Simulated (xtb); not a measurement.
PGMEA (C6H12O3), SMILES C(=O)(OC(COC)C)C. All values are semi-empirical tight-binding results from xtb (GFN2-xTB unless named), good for trends rather than for accurate numbers. Coordinates come from a GFN2-xTB optimisation. The values are those of a single conformer.

A frequency run showed that this geometry is not a minimum.

Computed properties:
| Item | Result |
|---|---|
| orbital gap | 4.78 eV |
| dipole moment | 2.67 D |
| static polarisability (D4 model) | 86.3 bohr³ |
| solvation energy, GFN2-xTB/ALPB(water) | -5.3 kcal/mol |
| solvation energy, GFN2-xTB/ALPB(chcl3) | -10.9 kcal/mol |

Question: Give the IR lines (harmonic; lines under 4 % of the strongest left out, lines within 3 cm⁻¹ merged). (The exact figures need the calculation; the answer reports its results.)

Answer: ν (cm⁻¹): 586 (w), 1006 (w), 1010 (w), 1095 (w), 1123 (m), 1127 (w), 1203 (vs), 1221 (w), 1365 (w), 1444 (w), 1784 (vs), 2841 (w), 2881 (w), 2896 (w), 2920 (w), 2924 (w), 3031 (w), 3047 (w) (against the strongest line: vs over 80 %, s over 45 %, m over 15 %, w over 4 %, vw less). 1 imaginary mode(s) remain.
